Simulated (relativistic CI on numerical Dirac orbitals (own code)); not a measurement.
## Sc³⁺ in a cubic cluster: L2,3 absorption with charge transfer

Computed with a charge-transfer multiplet model of a cubic metal-ligand cluster with up to 2 ligand holes, Slater and spin-orbit integrals from Dirac-Coulomb-Breit ions, Slater integrals scaled by 0.9. The ground state mixes d0 with configurations of k ligand holes L, whose averages lie at kΔ + k(k − 1)U_dd/2; a core hole lowers each added d electron by U_cd. 300 K, Lorentzian 0.4 eV and Gaussian 0.3 eV FWHM.

Atomic integrals in eV (Slater integrals scaled, ζ unscaled), ground: F2dd 5.299, F4dd 3.246, zeta_d 0.005; with the core hole: F2dd 5.299, F4dd 3.246, zeta_d 0.020, zeta_core 3.005, F2cd 4.627, G1cd 3.325, G3cd 1.884. Where a configuration has fewer than two d electrons, the dd integrals are those of d2.

Cluster parameters (eV): U_dd = 5.2, U_cd = 6.6, 10Dq = 0.5, 10Dq(ligand) = 1.4, V(eg) = 3.2, V(t2g) = -1.64, final-state hopping factor = 0.9.

| Case | n_d | d0 | d1L | d2L2 | S |
| --- | --- | --- | --- | --- | --- |
| Δ = 4.4 eV | 0.67 | 0.43 | 0.46 | 0.10 | 0.00 |
| Δ = 5.4 eV | 0.60 | 0.48 | 0.43 | 0.08 | 0.00 |
| Δ = 7.4 eV | 0.48 | 0.57 | 0.37 | 0.06 | 0.00 |

Weights, n_d and S are thermal averages at 300 K. Photon energies count from the first peak over 30 % of the highest in each spectrum, which can be another peak from case to case. The parameters are a model scan and need not match a compound or its usual spin state. Peaks in eV (height, largest 100):
- Δ = 4.4 eV: -1.6 (16), 0.0 (79), 2.5 (35), 4.1 (100)
- Δ = 5.4 eV: -1.6 (12), 0.0 (66), 2.5 (28), 4.2 (100)
- Δ = 7.4 eV: -1.6 (9), 0.0 (52), 2.6 (19), 4.3 (100)

A d0 ion has no d-d gap: its lowest excitations are ligand-to-metal charge transfer. With the core hole the configuration with one ligand hole lies at Δ + U_dd − U_cd = 3.0, 4.0, 6.0 eV from the one without, in the order of the table; where this is negative the screened configuration lies lower, though the effective hopping of about 6.5 eV (from the holes of the mixed ground state) mixes the two strongly wherever it is as large as the gap.

With at most 2 ligand holes the space is cut while the next configuration still counts, so covalency is underestimated, and a final configuration with one more ligand hole, which can lie low, is missing from the spectra.
